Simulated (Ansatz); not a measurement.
```xyz
10

C     0.1755   -0.0829   -1.5178
C    -0.0526   -0.2016   -0.1989
N    -0.3531   -1.3744    0.4493
Ga    0.0153    1.4167    0.8721
F    -0.1032    1.0180    2.5940
H     0.1782   -0.9385   -2.1903
H     0.3572    0.8861   -1.9648
H    -0.1604   -2.2439   -0.0227
H    -0.2383   -1.3997    1.4476
H     0.1813    2.9202    0.5313
```

Charge 0, multiplicity 1.

List the PBE0/def2-TZVPP orbital energies in eV (Ansatz 0.2.0). (An estimate is asked.)

Ansatz gave: Occupied: -10147.44, -1253.27, -1109.47, -1109.35, -1109.33, -672.34, -391.67, -279.26, -277.90, -151.61, -104.64, -104.37, -104.30, -31.22, -25.69, -23.70, -23.65, -23.56, -23.49, -23.37, -20.64, -16.27, -14.91, -13.50, -12.63, -11.54, -10.82, -10.71, -10.12, -10.09, -8.47, -6.31. Lowest empty: -1.39, 0.36, 0.98, 1.03, 1.40, 2.74, 3.07, 3.48.
